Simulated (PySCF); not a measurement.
**`C[Si@@H]1N[Si@H](O)N[SiH2]1`: 4 charge schemes on one density**

Compound: CH10N2OSi3.
Atom-mapped SMILES: `[CH3:1][Si@@H:2]1[NH:3][Si@H:4]([OH:5])[NH:6][SiH2:7]1` (hydrogens: H8, H9, H10 on C1; H11 on Si2; H12 on N3; H13 on Si4; H14 on O5; H15 on N6; H16, H17 on Si7)

Structure used (GFN2-xTB), in Å, numbered top down from 1:
```
atom  x, y, z in Å
C1     2.4594    0.2626   -1.0247
Si2    1.2174   -0.2285    0.3313
N3    -0.0750   -1.1431   -0.3873
Si4   -1.7254   -0.9225    0.0830
O5    -2.7612   -0.9817   -1.1686
N6    -1.6236    0.6338    0.8322
Si7   -0.1223    1.3836    1.2759
H8     2.0181    0.9152   -1.7724
H9     2.8474   -0.6126   -1.5374
H10    3.3068    0.7833   -0.5903
H11    1.9431   -1.1081    1.2798
H12    0.1344   -1.9402   -0.9647
H13   -2.2627   -1.9666    0.9441
H14   -2.6509   -0.3909   -1.9093
H15   -2.4899    1.0518    1.1272
H16   -0.0764    1.5225    2.7426
H17   -0.1461    2.7534    0.7287
```

Density: PBE0/pcSseg-1 (PySCF); schemes: Mulliken, IAO, Hirshfeld and ESP-fitted. Geometry: GFN2-xTB, one conformer, isolated molecule.

Problem. Which atoms carry the highest charge in the Mulliken, IAO, Hirshfeld and ESP-fitted schemes?

Solution. All schemes agree: Mulliken Si4 (+1.114); IAO Si4 (+1.309); Hirshfeld Si4 (+0.446); ESP-fitted Si4 (+0.850).

Problem. At which atom do the 4 schemes differ most?

Solution. At Si4: from +0.446 (Hirshfeld) to +1.309 e (IAO), 0.863 e apart.

Problem. Which atoms carry the lowest charge in the Mulliken, IAO, Hirshfeld and ESP-fitted schemes?

Solution. The schemes don't all agree: Mulliken N3 and N6 (-0.846); IAO N3 (-0.953); Hirshfeld N6 (-0.337); ESP-fitted N3 (-0.855).

Problem. What partial charge does each atom carry?

Solution. In e:

| atom | environment | Mulliken | IAO | Hirshfeld | ESP-fitted |
| --- | --- | --- | --- | --- | --- |
| C1 | Si-methyl carbon | -0.620 | -0.719 | -0.217 | -0.607 |
| Si2 | SiH silicon | +0.594 | +0.754 | +0.316 | +0.630 |
| N3 | nitrogen bridging silicon atoms | -0.846 | -0.953 | -0.336 | -0.855 |
| Si4 | oxygen-bound silicon | +1.114 | +1.309 | +0.446 | +0.850 |
| O5 | silanol oxygen | -0.547 | -0.791 | -0.315 | -0.712 |
| N6 | nitrogen bridging silicon atoms | -0.846 | -0.952 | -0.337 | -0.798 |
| Si7 | SiH2 silicon | +0.493 | +0.585 | +0.276 | +0.322 |
| H8 | methyl hydrogen | +0.138 | +0.155 | +0.040 | +0.145 |
| H9 | methyl hydrogen | +0.138 | +0.155 | +0.043 | +0.163 |
| H10 | methyl hydrogen | +0.134 | +0.155 | +0.040 | +0.134 |
| H11 | Si–H hydrogen | -0.082 | -0.144 | -0.094 | -0.166 |
| H12 | N–H hydrogen | +0.211 | +0.267 | +0.117 | +0.386 |
| H13 | Si–H hydrogen | -0.152 | -0.185 | -0.092 | -0.132 |
| H14 | hydroxyl hydrogen | +0.240 | +0.362 | +0.175 | +0.441 |
| H15 | N–H hydrogen | +0.215 | +0.267 | +0.117 | +0.387 |
| H16 | Si–H hydrogen | -0.091 | -0.135 | -0.090 | -0.106 |
| H17 | Si–H hydrogen | -0.092 | -0.131 | -0.088 | -0.083 |

Mean size of the charges over all atoms: IAO 0.472 e, ESP-fitted 0.407 e, Mulliken 0.385 e, Hirshfeld 0.185 e. Each set sums to the total charge, 0, to within 0.001 e. The IAO scheme projects the occupied orbitals on a minimal set of polarised atomic orbitals and counts the electrons in each atom's part of it. The Mulliken scheme gives each basis function's population to the atom it is centred on and halves the overlap population of two atoms between them.

Problem. How closely do the schemes follow one another over all atoms?

Solution. Correlation coefficient and root-mean-square difference: Mulliken with IAO 1.00, 0.107 e; IAO with Hirshfeld 0.99, 0.376 e; IAO with ESP-fitted 0.98, 0.151 e; Mulliken with Hirshfeld 0.98, 0.283 e; Hirshfeld with ESP-fitted 0.97, 0.278 e; Mulliken with ESP-fitted 0.97, 0.119 e.

Problem. How many electrons does the Mulliken scheme count on C1?

Solution. Z − q = 6 − (-0.620) = 6.620.
